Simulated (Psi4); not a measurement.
C4H6ClF (SMILES C=CC[C@H](F)Cl), singlet, geometry from GFN2-xTB; PBE/6-31G run with Psi4 1.11.

Input for Psi4:
```
memory 2 GB

molecule {
0 1
  C     3.00663704    0.04527853    0.39146185
  C     1.89376387   -0.56905710    0.04025564
  C     0.70534825    0.12521850   -0.55663919
  C    -0.51589087   -0.05650959    0.33302506
  F    -0.88231058   -1.36469783    0.38266277
  Cl   -1.90530421    0.87465284   -0.30009136
  H     3.84090214   -0.48800621    0.81287391
  H     3.13471123    1.10751063    0.26128948
  H     1.78103055   -1.63570728    0.17692937
  H     0.89899205    1.19179829   -0.67013106
  H     0.47890912   -0.30166986   -1.53714437
  H    -0.34272822    0.26967464    1.36515047
}

set basis 6-31g

energy('pbe')
print_variables()
```

Question: What does Psi4 print? Leave out banner, timings and long lists.

Answer: 
```
   => Loading Basis Set <=

    Name: 6-31G
    Role: ORBITAL
    Keyword: BASIS

         ---------------------------------------------------------
                                   SCF
               by Justin Turney, Rob Parrish, Andy Simmonett
                          and Daniel G. A. Smith
                              RKS Reference
         ---------------------------------------------------------

  ==> Geometry <==

    Molecular point group: c1
    Full point group: C1

    Geometry (in Angstrom), charge = 0, multiplicity = 1:

       Center              X                  Y                   Z               Mass
    ------------   -----------------  -----------------  -----------------  -----------------
         C            3.121826117171     0.051366481924     0.394373139954    12.000000000000
         C            2.008952947171    -0.562969148076     0.043166929954    12.000000000000
         C            0.820537327171     0.131306451924    -0.553727900046    12.000000000000
         C           -0.400701792829    -0.050421638076     0.335936349954    12.000000000000
         F           -0.767121502829    -1.358609878076     0.385574059954    18.998403162730
         CL          -1.790115132829     0.880740791924    -0.297180070046    34.968852682000
         H            3.956091217171    -0.481918258076     0.815785199954     1.007825032230
         H            3.249900307171     1.113598581924     0.264200769954     1.007825032230
         H            1.896219627171    -1.629619328076     0.179840659954     1.007825032230
         H            1.014181127171     1.197886241924    -0.667219770046     1.007825032230
         H            0.594098197171    -0.295581908076    -1.534233080046     1.007825032230
         H           -0.227539142829     0.275762591924     1.368061759954     1.007825032230

  Running in c1 symmetry.

  Rotational constants: A =      0.21044  B =      0.04797  C =      0.04118 [cm^-1]
  Rotational constants: A =   6308.78899  B =   1438.01120  C =   1234.51083 [MHz]
  Nuclear repulsion =  283.378816202533073

  Charge       = 0
  Multiplicity = 1
  Electrons    = 56
  Nalpha       = 28
  Nbeta        = 28

  ==> Algorithm <==

  SCF Algorithm Type is DF.
  DIIS enabled.
  MOM disabled.
  Fractional occupation disabled.
  Guess Type is SAD.
  Energy threshold   = 1.00e-06
  Density threshold  = 1.00e-06
  Integral threshold = 1.00e-12

  ==> Primary Basis <==

  Basis Set: 6-31G
    Blend: 6-31G
    Number of shells: 44
    Number of basis functions: 70
    Number of Cartesian functions: 70
    Spherical Harmonics?: false
    Max angular momentum: 1

  ==> DFT Potential <==

   => LibXC <=

    Version 7.1.2
    S. Lehtola, C. Steigemann, M. J. T. Oliveira, and M. A. L. Marques,  SoftwareX 7, 1–5 (2018) (10.1016/j.softx.2017.11.002)

   => Composite Functional: PBE <=

    PBE GGA Exchange-Correlation Functional

    J.P. Perdew et. al., Phys. Rev. Lett., 77(18), 3865-3868, 1996

    Deriv               =              1
    GGA                 =           TRUE
    Meta                =          FALSE

    Exchange Hybrid     =          FALSE
    MP2 Hybrid          =          FALSE

   => Exchange Functionals <=

    1.0000     XC_GGA_X_PBE

   => Correlation Functionals <=

    1.0000     XC_GGA_C_PBE

   => LibXC Density Thresholds  <==

    XC_GGA_C_PBE:  1.00E-12
    XC_GGA_X_PBE:  1.00E-15

   => Molecular Quadrature <=

    Radial Scheme          =       TREUTLER
    Pruning Scheme         =           NONE
    Nuclear Scheme         =       TREUTLER

    Blocking Scheme        =         OCTREE
    BS radius alpha        =              1
    Pruning alpha          =              1
    Radial Points          =             75
    Spherical Points       =            302
    Total Points           =         253961
    Total Blocks           =           1944
    Max Points             =            256
    Max Functions          =             65
    Weights Tolerance      =       1.00E-15

   => Loading Basis Set <=

    Name: (6-31G AUX)
    Role: JKFIT
    Keyword: DF_BASIS_SCF

  ==> Integral Setup <==

  SCF_SUBTYPE=INCORE selected. In-core MEM_DF algorithm will be used.
  Using in-core AOs.

  ==> MemDFJK: Density-Fitted J/K Matrices <==

    J tasked:                   Yes
    K tasked:                    No
    wK tasked:                   No
    Algorithm:                 Core
    Schwarz Cutoff:           1E-12
    Mask sparsity (%):       4.0816
    Fitting Condition:        1E-10

   => Auxiliary Basis Set <=

  Basis Set: (6-31G AUX)
    Blend: CC-PVDZ-JKFIT
    Number of shells: 210
    Number of basis functions: 685
    Number of Cartesian functions: 685
    Spherical Harmonics?: false
    Max angular momentum: 3

  Minimum eigenvalue in the overlap matrix is 5.2328952499E-03.
  Reciprocal condition number of the overlap matrix is 1.0129422215E-03.
    Using symmetric orthogonalization.

  ==> Pre-Iterations <==

  SCF Guess: Superposition of Atomic Densities via on-the-fly atomic UHF (no occupation information).

   -------------------------
    Irrep   Nso     Nmo
   -------------------------
     A         70      70
   -------------------------
    Total      70      70
   -------------------------

  ==> Iterations <==

                           Total Energy        Delta E     RMS |[F,P]|

   @DF-RKS iter SAD:  -715.09566024815433   -7.15096e+02   0.00000e+00
   @DF-RKS iter   1:  -715.12467906571965   -2.90188e-02   1.09361e-02 ADIIS/DIIS
   @DF-RKS iter   2:  -714.89552430933156    2.29155e-01   1.38641e-02 ADIIS/DIIS
   @DF-RKS iter   3:  -715.45243524070997   -5.56911e-01   1.38273e-03 ADIIS/DIIS
   @DF-RKS iter   4:  -715.45518952564089   -2.75428e-03   1.05735e-03 ADIIS/DIIS
   @DF-RKS iter   5:  -715.45780780168263   -2.61828e-03   4.52691e-04 ADIIS/DIIS
   @DF-RKS iter   6:  -715.45839041547708   -5.82614e-04   7.49411e-05 DIIS
   @DF-RKS iter   7:  -715.45840284598273   -1.24305e-05   2.67836e-05 DIIS
   @DF-RKS iter   8:  -715.45840441891494   -1.57293e-06   3.53632e-06 DIIS
   @DF-RKS iter   9:  -715.45840443458235   -1.56674e-08   2.18133e-06 DIIS
   @DF-RKS iter  10:  -715.45840444509179   -1.05094e-08   1.19690e-07 DIIS
  Energy and wave function converged.

  ==> Post-Iterations <==

   Electrons on quadrature grid:
      Ntotal   =   55.9999845986 ; deviation = -1.540e-05

    Orbital Energies [Eh]
    ---------------------

    Doubly Occupied:

       1A   -100.654221     2A    -24.277633     3A    -10.034275
       4A     -9.916171     5A     -9.908269     6A     -9.894209
       7A     -9.172931     8A     -6.998743     9A     -6.986031
      10A     -6.985513    11A     -1.133360    12A     -0.801830
      13A     -0.741763    14A     -0.664616    15A     -0.578350
      16A     -0.520465    17A     -0.484639    18A     -0.450605
      19A     -0.442434    20A     -0.411767    21A     -0.389238
      22A     -0.354235    23A     -0.328372    24A     -0.314752
      25A     -0.305552    26A     -0.276014    27A     -0.265826
      28A     -0.241999

    Virtual:

      29A     -0.034187    30A      0.010532    31A      0.070002
      32A      0.088862    33A      0.094149    34A      0.099970
      35A      0.121923    36A      0.154141    37A      0.162520
      38A      0.178081    39A      0.247053    40A      0.327542
      41A      0.373021    42A      0.426554    43A      0.431870
      44A      0.437152    45A      0.472205    46A      0.491359
      47A      0.510891    48A      0.560831    49A      0.563432
      50A      0.594914    51A      0.609306    52A      0.624253
      53A      0.673405    54A      0.718109    55A      0.779166
      56A      0.820138    57A      0.832132    58A      0.858484
      59A      0.876292    60A      0.900874    61A      0.932100
      62A      1.014851    63A      1.091452    64A      1.181465
      65A      1.222800    66A      1.270394    67A      1.297332
      68A      1.388428    69A      1.453600    70A      2.066584

    Final Occupation by Irrep:
              A
    DOCC [    28 ]
    NA   [    28 ]
    NB   [    28 ]

  @DF-RKS Final Energy:  -715.45840444509179

   => Energetics <=

    Nuclear Repulsion Energy =            283.3788162025330735
    One-Electron Energy =               -1546.3845332339574270
    Two-Electron Energy =                 609.7362823072770652
    DFT Exchange-Correlation Energy =     -62.1889697209444705
    Empirical Dispersion Energy =           0.0000000000000000
    VV10 Nonlocal Energy =                  0.0000000000000000
    Total Energy =                       -715.4584044450917872

Computation Completed

Properties will be evaluated at   0.000000,   0.000000,   0.000000 [a0]

Properties computed using the SCF density matrix

 Multipole Moments:

 ------------------------------------------------------------------------------------
     Multipole            Electronic (a.u.)      Nuclear  (a.u.)        Total (a.u.)
 ------------------------------------------------------------------------------------

 L = 1.  Multiply by 2.5417464519 to convert [e a0] to [Debye]
 Dipole X            :        -11.2880870           12.1898449            0.9017579
 Dipole Y            :         -0.4596534            0.6442556            0.1846021
 Dipole Z            :         -0.1522312            0.3080858            0.1558547
 Magnitude           :                                                    0.9335609

 ------------------------------------------------------------------------------------

  Variable Map:
  ----------------------------------------------------------------------------
  "CURRENT ENERGY"              =>    -715.458404445092
  "CURRENT REFERENCE ENERGY"    =>    -715.458404445092
  "DD SOLVATION ENERGY"         =>       0.000000000000
  "DFT FUNCTIONAL TOTAL ENERGY" =>    -715.458404445092
  "DFT TOTAL ENERGY"            =>    -715.458404445092
  "DFT VV10 ENERGY"             =>       0.000000000000
  "DFT XC ENERGY"               =>     -62.188969720944
  "GRID ELECTRONS ALPHA"        =>      27.999992299294
  "GRID ELECTRONS BETA"         =>      27.999992299294
  "GRID ELECTRONS TOTAL"        =>      55.999984598588
  "NUCLEAR REPULSION ENERGY"    =>     283.378816202533
  "ONE-ELECTRON ENERGY"         =>   -1546.384533233957
  "PCM POLARIZATION ENERGY"     =>       0.000000000000
  "PE ENERGY"                   =>       0.000000000000
  "SCF ITERATION ENERGY"        =>    -715.458404445092
  "SCF ITERATIONS"              =>      10.000000000000
  "SCF TOTAL ENERGY"            =>    -715.458404445092
  "TWO-ELECTRON ENERGY"         =>     609.736282307277
  "XC GRID RADIAL POINTS"       =>      75.000000000000
  "XC GRID SPHERICAL POINTS"    =>     302.000000000000
  "XC GRID TOTAL POINTS"        =>  253961.000000000000

  Array Variable Map:
  ----------------------------------------------------------------------------
  "CURRENT DIPOLE"              =>       0.901757907201 ... 0.155854689524 1 by 3
  "SCF DIPOLE"                  =>       0.901757907201 ... 0.155854689524 1 by 3
  "SCF TOTAL ENERGIES"          =>    -715.095660248154 ... -715.458404445092 1 by 11
```
